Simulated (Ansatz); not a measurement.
FeBr₃, relaxed as a quartet with UKS r2SCAN-D4/def2-SVP in Ansatz, starting from the r2SCAN-D4/def2-SVP geometry of the neutral sextet. Force threshold 0.02 eV/Å.

The charge 0 quartet is spin-contaminated (final ⟨S²⟩ up to 4.00, 3.75 for a pure state). At r2SCAN-D4/def2-SVP a sextet of charge 0 lies 0.78 eV below the quartet, each at its own geometry.

Start:

Cartesian coordinates in Å:
```
Fe -0.004 0.005 -0.003
Br 1.324 1.688 0.776
Br 0.461 -0.980 -2.008
Br -1.781 -0.713 1.235
```

Problem. Estimate the energy that the relaxation releases and the steps that it takes.

Solution. 2.6 kcal/mol, in 4 steps; 44 s on 4 threads of Arm Neoverse N1 on a shared host. No frequencies were taken in this run, so the end may be a saddle point.

Problem. Does the start keep its bonding and symmetry?

Solution. By distances, no bond broke or formed. The bond that changes most is Fe1–Br2, from 2.28 to 2.24 Å (atoms count from 1). Point group D3h at the start, C2v at the end, both within 0.05 Å.

Problem. Predict the relaxed structure.

Solution. 
| atom | x (Å) | y (Å) | z (Å) |
| --- | --- | --- | --- |
| Fe1 | -0.099 | -0.126 | -0.058 |
| Br2 | 1.200 | 1.533 | 0.704 |
| Br3 | 0.648 | -0.847 | -2.058 |
| Br4 | -1.750 | -0.560 | 1.413 |
Bond lengths: 3 × Br–Fe 2.24 to 2.25 Å.
